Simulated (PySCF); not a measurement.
1,3-thiazole-2-carbaldehyde (C4H3NOS), SMILES O=Cc1nccs1.

Coordinates come from a PBE0-D3(BJ)/def2-SVP optimisation. The values are those of a single conformer.

All values below come from SMD-B3LYP/def2-SVP (PySCF).

Solvation free energies are E(SMD) − E(gas) at the gas-phase geometry, for 1 M in both phases. In vacuum the dipole moment is 3.08 D.

Computed solvation free energies in water, chlorobenzene, tetrahydrofuran:
```
solvent          ΔG(solv) (kcal/mol)  its non-electrostatic (CDS) part  dipole (D)
---------------  -------------------  --------------------------------  ----------
water                           -4.6                               2.6        4.30
chlorobenzene                   -5.5                              -1.4        3.73
tetrahydrofuran                 -5.3                              -0.9        3.78
```
